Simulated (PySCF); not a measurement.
As⁺: ionisation energy

As⁺ [Ar] 3d10 4s2 4p2 (3P) → As²⁺ [Ar] 3d10 4s2 4p1 (2P), as a difference of total energies. Computed with PySCF 2.14 in x2c-TZVPPall with one added diffuse shell each of s, p, d type (7s6p5d1f, 57 functions), with the spin-free X2C one-electron Hamiltonian (Gaussian nucleus). Correlated levels: valence and next inner shell: [Ne] frozen. The calculations carry no spin-orbit coupling.

```
                                method  ionisation energy (eV)  plus first-order spin-orbit estimate  error of that sum (eV)
                                   UHF                  17.936                                17.902                  -0.687
    MP2 (valence and next inner shell)                  18.430                                18.396                  -0.193
SCS-MP2 (valence and next inner shell)                  18.318                                18.284                  -0.305
   CCSD (valence and next inner shell)                  18.416                                18.382                  -0.207
CCSD(T) (valence and next inner shell)                  18.445                                18.411                  -0.178
```

Reference: 18.589 eV (measured; NIST Atomic Spectra Database, ionization energies).

A first-order spin-orbit estimate (lowest level to lowest level, LS coupling) adds -0.034 eV.

Errors of the correlated levels include the incompleteness of this basis and the frozen core.
